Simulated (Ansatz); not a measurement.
The same path of C3H5BS (10 atoms, charge 0, multiplicity 1) was run 3 times with different band settings. The coordinate that changes most is the dihedral H7–B1–C2–C5.

Theory: RKS PBE-D4/def2-SVP (Ansatz 0.2.0).

Relaxed end points:

```xyz
10
Properties=species:S:1:pos:R:3
B -0.784 1.606 -0.375
C 0.054 0.375 -0.112
C 0.108 -0.918 0.247
S -0.615 -2.381 0.734
C 1.429 -0.310 -0.056
H -1.993 1.540 -0.239
H -0.274 2.656 -0.718
H -1.909 -1.935 0.738
H 1.944 -0.592 -0.997
H 2.123 -0.091 0.781
```

```xyz
10
Properties=species:S:1:pos:R:3
B -0.783 1.606 -0.375
C 0.054 0.376 -0.112
C 0.107 -0.918 0.247
S -0.615 -2.380 0.734
C 1.429 -0.310 -0.056
H -0.272 2.656 -0.719
H -1.994 1.540 -0.238
H -1.909 -1.935 0.739
H 1.944 -0.593 -0.997
H 2.122 -0.092 0.781
```

Common settings: movable images 5; climbing image yes; start path IDPP; force threshold 0.05 eV/Å; iteration limit 60; end points relaxed.

| run | spring | optimiser | largest step |
| --- | --- | --- | --- |
| 1 | 5.0 eV/Å² | quadratic models (default) | default |
| 2 | 2.0 to 10.0 eV/Å², energy-weighted | quadratic models (default) | default |
| 3 | 5.0 eV/Å² | lbfgs | 0.02 Å |

**Question.** What does each run give, and how far can it be trusted?

**Answer.** Run 1: converged after 13 iterations, highest image 0.284 eV above the first end. A vibrational analysis at the climbing image gives one clearly imaginary mode, 235i cm⁻¹: a first-order saddle point.
Run 2: converged after 15 iterations, highest image 0.284 eV above the first end. Another band between the same ends (5 images) ends at a top of the same energy, where a vibrational analysis finds 1 clearly imaginary mode.
Run 3: converged after 46 iterations, highest image 0.331 eV above the first end. The order of the stationary point at the top wasn't checked.
